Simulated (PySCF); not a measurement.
**How methods differ on the excitation energy of Ir**

Ir [Xe] 4f14 5d7 6s2 (4F) → Ir [Xe] 4f14 5d9 (2D), as a difference of total energies. Computed with PySCF 2.14 in aug-cc-pVDZ-PP with ECP60MDF, with a scalar-relativistic core potential. The calculations carry no spin-orbit coupling.

| method | excitation energy (eV) |
| --- | --- |
| LDA | 1.792 |
| PBE | 1.824 |
| r2SCAN | 2.394 |
| PW91 | 1.821 |

The Hartree-Fock determinant of the upper state isn't an eigenfunction of L²: it has lost the atom's symmetry, so its energy isn't that of a pure term.
